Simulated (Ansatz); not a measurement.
Reaction (substitution at a C–O bond): `NC(O)O[SiH3]` + `N[SiH3]` → `NC(O)N[SiH3]` + silanol

Gas-phase electronic energies from Ansatz, PBE0-D4/def2-TZVP geometries. CCSD(T)/CBS adds triple-zeta CCSD(T) − MP2 to the extrapolated MP2 energy (def2 sets, frozen cores). This one scheme is used for every species. Functionals use def2-TZVPP. One conformer a species, not always the lowest.

`NC(O)O[SiH3]`:

```xyz
12

N     0.020   -1.599   -1.253
C    -0.276   -0.339   -0.666
O     0.596    0.636   -1.163
O    -0.123   -0.334    0.722
Si    0.038    1.056    1.608
H     0.917   -1.929   -0.914
H    -0.685   -2.284   -1.014
H    -1.320   -0.087   -0.906
H     0.631    0.528   -2.119
H    -0.974    2.062    1.185
H    -0.218    0.642    3.009
H     1.394    1.648    1.511
```

`N[SiH3]`:

Z-matrix (Å, degrees):
```
Si
N 1 1.720
H 1 1.486 2 107.9
H 1 1.494 2 116.0 3 -120.3
H 1 1.486 2 107.9 3 119.4
H 2 1.007 1 119.6 3 -168.6
H 2 1.007 1 119.6 3 49.2
```

`NC(O)N[SiH3]`:

Z-matrix (Å, degrees):
```
C
O 1 1.410
N 1 1.432 2 109.0
N 1 1.441 2 107.8 3 -125.9
H 1 1.100 2 110.4 3 117.2
H 2 0.963 1 106.7 3 169.9
Si 3 1.730 1 122.0 2 80.3
H 3 1.012 1 111.5 2 -64.4
H 4 1.015 1 109.8 2 64.0
H 4 1.013 1 110.2 2 -177.2
H 7 1.486 3 106.7 1 47.3
H 7 1.490 3 116.0 1 -73.2
H 7 1.486 3 107.5 1 166.0
```

`O[SiH3]`:

Z-matrix (Å, degrees):
```
Si
O 1 1.648
H 1 1.489 2 111.7
H 1 1.489 2 111.7 3 120.9
H 1 1.481 2 105.9 3 -119.6
H 2 0.957 1 117.9 3 -60.5
```

Q: Is it downhill or uphill in electronic energy at CCSD(T)/CBS, and by how much? (Best estimate.)

A: Computed: Uphill: ΔE = +0.03 eV.

Q: What do these levels give: PBE-D4, ωB97M-V, B2PLYP, PBE, HF/def2-TZVPP, CCSD/CBS(def2)? (An estimate is asked.)

A: Computed: PBE-D4 0.03, ωB97M-V 0.07, B2PLYP 0.06, PBE 0.04, HF/def2-TZVPP 0.14, CCSD/CBS(def2) 0.04 eV.

Largest T1 diagnostic among the species: 0.011.

In def2-TZVPP, CCSD(T) changes the Hartree–Fock value by −0.10 eV (the triples alone add −0.01 eV) and MP2 by −0.13 eV.
